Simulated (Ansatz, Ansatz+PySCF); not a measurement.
```yaml
atoms:
  - { symbol: N, position_ang: [-0.2930, 0.5144, -0.1698] }
  - { symbol: N, position_ang: [0.2930, -0.5144, 0.1698] }
  - { symbol: H, position_ang: [-1.1629, 0.5632, 0.3969] }
  - { symbol: H, position_ang: [1.1629, -0.5632, -0.3969] }
```

Basis set: def2-SVP (spherical functions). Left uncorrelated: 2 orbitals. Charge 0, multiplicity 3.

Computed with Ansatz (development build ahead of 0.2.0); each method stands on the lowest determinant of its kind that the runs found.

Question: Give the atomization energy at this shape (free ground-state atoms in the same class of orbitals less the molecule, no zero-point energy) of triplet N₂H₂ by UHF-MP2, UHF.

Answer:

```tsv
method	atomization energy
UHF-MP2	9.13 eV
UHF	4.56 eV
```

Caution: another spin multiplicity may lie lower.
